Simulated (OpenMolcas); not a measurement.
PbTe (SMILES [Te][Pb]): the vertical energy of the triplet above the singlet from total energies

The species is PbTe (2 atoms), meant as a singlet with charge 0. SMILES: `[Te][Pb]`. The shape is that of a PBE0-D4/def2-TZVP optimisation.

| atom | x (Å) | y (Å) | z (Å) |
| --- | --- | --- | --- |
| Te | 0.0000 | 0.0000 | -0.0090 |
| Pb | 0.0000 | 0.0000 | 2.5809 |

Both states at this one shape; open shells run unrestricted unless said. 1 Eh = 27.2114 eV.

```
                             level     program  singlet PbTe (Eh)  triplet PbTe (Eh)
revPBE/def2-TZVPP (core potential)  OpenMolcas        -461.090689        -461.014692
 B3LYP/def2-TZVPP (core potential)  OpenMolcas        -461.120745        -461.046300
 BHLYP/def2-TZVPP (core potential)  OpenMolcas        -460.781198        -460.715954
  PBE0/def2-TZVPP (core potential)  OpenMolcas        -460.971759        -460.901779
```

Problem. Work out the vertical gap, second state less first, at each level.

Solution. 
1. revPBE/def2-TZVPP (core potential): -461.014692 − (-461.090689) = 0.075997 Eh = 2.07 eV.
2. B3LYP/def2-TZVPP (core potential): -461.046300 − (-461.120745) = 0.074445 Eh = 2.03 eV.
3. BHLYP/def2-TZVPP (core potential): -460.715954 − (-460.781198) = 0.065244 Eh = 1.78 eV.
4. PBE0/def2-TZVPP (core potential): -460.901779 − (-460.971759) = 0.069980 Eh = 1.90 eV.

No measured value is set beside it here; the levels span 1.78 to 2.07 eV. Spin-orbit coupling, which splits open shells on such heavy atoms by tenths of an eV, is left out.
